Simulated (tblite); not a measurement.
Compound: C₄H₁₀OSeSi.
Numbering: `[CH2:1]=[CH:2][C@H:3]([CH3:4])[O:5][SiH2:6][SeH:7]` (hydrogens: H8, H9 on C1; H10 on C2; H11 on C3; H12, H13, H14 on C4; H15, H16 on Si6; H17 on Se7)

Computed with GFN2-xTB (tblite), gas phase: L-BFGS steps from a force-field or distance-geometry start until the largest atomic force falls under 0.01 eV/Å.

Geometry at step 8:
```
atom  x, y, z in Å
C1     -0.5705    2.3100    0.9695
C2     -1.2593    1.2445    0.6018
C3     -0.6287    0.0377   -0.0481
C4     -1.6685   -0.9879   -0.4812
O5      0.3154   -0.5794    0.8127
Si6     1.6645   -1.2631    0.2711
Se7     3.1236    0.3967   -0.2292
H8      0.5035    2.3428    0.8629
H9     -1.0314    3.1848    1.3995
H10    -2.3367    1.2098    0.6906
H11    -0.0710    0.3801   -0.9306
H12    -2.3366   -0.5353   -1.2099
H13    -1.1684   -1.8397   -0.9390
H14    -2.2411   -1.3362    0.3776
H15     2.2002   -2.1140    1.3166
H16     1.3700   -1.9372   -0.9822
H17     4.1280   -0.5015   -0.7189
```

**Question.** Give the atomic forces at this geometry.

**Answer.** 
```json
{"atom": "C1", "Fx (eV/Å)": "0.012", "Fy (eV/Å)": "-0.077", "Fz (eV/Å)": "0.020"}
{"atom": "C2", "Fx (eV/Å)": "0.057", "Fy (eV/Å)": "0.077", "Fz (eV/Å)": "-0.087"}
{"atom": "C3", "Fx (eV/Å)": "0.046", "Fy (eV/Å)": "0.005", "Fz (eV/Å)": "-0.024"}
{"atom": "C4", "Fx (eV/Å)": "0.030", "Fy (eV/Å)": "0.031", "Fz (eV/Å)": "-0.020"}
{"atom": "O5", "Fx (eV/Å)": "-0.128", "Fy (eV/Å)": "0.001", "Fz (eV/Å)": "0.251"}
{"atom": "Si6", "Fx (eV/Å)": "-0.052", "Fy (eV/Å)": "-0.126", "Fz (eV/Å)": "0.102"}
{"atom": "Se7", "Fx (eV/Å)": "0.178", "Fy (eV/Å)": "0.130", "Fz (eV/Å)": "-0.086"}
{"atom": "H8", "Fx (eV/Å)": "0.000", "Fy (eV/Å)": "-0.001", "Fz (eV/Å)": "-0.009"}
{"atom": "H9", "Fx (eV/Å)": "-0.007", "Fy (eV/Å)": "-0.107", "Fz (eV/Å)": "0.009"}
{"atom": "H10", "Fx (eV/Å)": "0.042", "Fy (eV/Å)": "0.000", "Fz (eV/Å)": "0.107"}
{"atom": "H11", "Fx (eV/Å)": "-0.114", "Fy (eV/Å)": "0.096", "Fz (eV/Å)": "-0.144"}
{"atom": "H12", "Fx (eV/Å)": "-0.042", "Fy (eV/Å)": "-0.039", "Fz (eV/Å)": "0.032"}
{"atom": "H13", "Fx (eV/Å)": "-0.072", "Fy (eV/Å)": "0.012", "Fz (eV/Å)": "0.029"}
{"atom": "H14", "Fx (eV/Å)": "0.060", "Fy (eV/Å)": "0.040", "Fz (eV/Å)": "-0.054"}
{"atom": "H15", "Fx (eV/Å)": "-0.169", "Fy (eV/Å)": "0.090", "Fz (eV/Å)": "0.055"}
{"atom": "H16", "Fx (eV/Å)": "0.126", "Fy (eV/Å)": "-0.219", "Fz (eV/Å)": "-0.186"}
{"atom": "H17", "Fx (eV/Å)": "0.032", "Fy (eV/Å)": "0.088", "Fz (eV/Å)": "0.005"}
```

The largest, 0.31 eV/Å, acts on H16; the rms over all components is 0.091 eV/Å. The forces sum to zero within rounding, as they must for an isolated molecule in no field.

**Question.** Give the force on H16 in Eh/bohr and in nN.

**Answer.** 0.314 eV/Å ÷ 51.422 = 0.00610 Eh/bohr, and 0.314 eV/Å × 1.602 = 0.50 nN.

**Question.** How far is this geometry from the end of the optimisation?

**Answer.** 0.214 eV above it, and 0.873 Å rms away after alignment. The bonds farthest from their final lengths, with half the difference of the two atoms' forces along the bond (positive lengthens):

| bond | now (Å) | final (Å) | force along bond (eV/Å) |
| --- | --- | --- | --- |
| Si6–Se7 | 2.266 | 2.297 | +0.19 |
| Si6–H15 | 1.451 | 1.460 | -0.10 |
| C2–C3 | 1.509 | 1.500 | +0.01 |
| C3–O5 | 1.419 | 1.414 | +0.03 |
| Se7–H17 | 1.434 | 1.429 | -0.05 |
| C3–H11 | 1.099 | 1.102 | +0.02 |

The angle farthest from its final value is C3–O5–Si6, 122.6° against 128.4°.

What follows is the cost of the whole relaxation. Time: 1.9 s of wall time. Hardware: an Arm Neoverse N1 with one thread (shared host).
